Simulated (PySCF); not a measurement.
Dipole response of Ru²⁸⁺ (ruthenium, charge +28)

[Ne] 3s2 3p4, high-spin 3P determinant. Calculation: PySCF 2.14, in an uncontracted even-tempered set (16 s from 3.4 bohr⁻², ratio 2.5; 11 p from 4.4 bohr⁻², ratio 2.5; 5 d from 21 bohr⁻², ratio 2.7; 4 f from 32 bohr⁻², ratio 2.7); the non-relativistic Hamiltonian (point nucleus). Coupled (time-dependent) response in atomic units; α is the mean over directions.

```
method  mean α (bohr³)               α xx, yy, zz  C₆ (like pair)     S(−4)
   UHF         0.02610  0.03286, 0.01256, 0.03286        0.003036  0.001604
  PBE0         0.02579  0.03230, 0.01277, 0.03230        0.002974  0.001639
```

S(−4) is the Cauchy moment in α(ω) = α(0) + S(−4) ω² + …

Spin-orbit coupling is absent.

α(iu) at UHF:

| u (hartree) | α(iu) (bohr³) |
| --- | --- |
| 0 | 0.02609 |
| 0.600 | 0.02554 |
| 1.20 | 0.02407 |
| 2.40 | 0.02013 |
| 3.60 | 0.01660 |
| 4.80 | 0.01389 |
| 6.00 | 0.01182 |
| 9.00 | 0.008382 |
| 12.0 | 0.006350 |
| 18.0 | 0.004218 |
| 30.0 | 0.002575 |

For an ion, C₆ is the dispersion term alone; charge-induced terms of lower order in 1/R come first.

The components differ because the open shell of this determinant is not spherical; for a pure term their mean is the scalar polarisability.

A non-relativistic calculation at this Z misses sizeable relativistic shifts. Spin-orbit coupling is strong in this species (close to jj coupling), so the high-spin LS determinant is a model state, not a physical level.
